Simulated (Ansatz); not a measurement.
`FB1BC1`, charge 0, multiplicity 1.

(1) Give a relaxed structure at PBE0-D4/def2-TZVP (Ansatz). (Best estimate.)

Results:

(1) Ansatz gave: 
Cartesian coordinates in Å:
```
F 0.199 -1.174 -1.847
B -0.041 -0.196 -1.020
B -0.337 0.974 -0.107
C 0.140 -0.213 0.653
H -0.655 2.042 0.279
H 0.254 -0.220 1.736
H 0.441 -1.214 0.307
```
Point group Cs.
